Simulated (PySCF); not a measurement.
## Electron correlation in P²⁺ (phosphorus, charge +2)

[Ne] 3s2 4s1, 2S determinant (an excited configuration). All numbers are calculated (PySCF 2.14, the spin-free X2C one-electron Hamiltonian (Gaussian nucleus), in x2c-TZVPPall with one added diffuse shell each of s, p, d type (6s6p4d1f, 51 functions)). Frozen: 1s2; 11 electrons correlated.

```json
{"level": "CCSD", "correlation energy (mhartree)": "-220.61"}
{"level": "(T)", "correlation energy (mhartree)": "-3.95"}
{"level": "CCSD(T)", "correlation energy (mhartree)": "-224.56"}
```

Diagnostics: T1 = 0.0077, D1 = 0.0349, largest double amplitude 0.097.

The outer electron is Rydberg-like, and this basis confines it to a smaller radius and binds it less than a complete one would.

Cost of the coupled-cluster step: of the order of 2.9 core-seconds, for 11 correlated electrons.

This basis was not built for core-valence correlation, so the inner-shell part is incomplete.
